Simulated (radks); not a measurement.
Results of a calculation; reference values are marked as such.
These are the eigenvalues of the occupied orbitals of an atom or ion with whole-number occupations (eV). Code: a radial shooting solver on a logarithmic mesh with Libxc functionals. Model: Dirac Kohn-Sham, BLYP, spin-unpolarised, spherical densities, finite nucleus; Fermi nuclear charge, rms radius of each element as measured or else 0.836 A^(1/3) + 0.57 fm.

1s1/2: -3201.779
2s1/2: -602.4692
2p1/2: -557.8184

Which element is it, and in what charge state? The configuration may be excited. Open shells, if any, fill j = l - 1/2 first.

Answer. Z = 17, chlorine, charge +11: Cl11+ in [He] 2s2 2p2. The list shows which subshells hold electrons but not how many an open one holds; the 1s level, -117.66 hartree, gives Z - s = 15.3 by -(Z - s)^2/2, which with screening and relativity narrows Z to a few neighbours, and the depths of the outer levels then fix element, charge and occupations together.
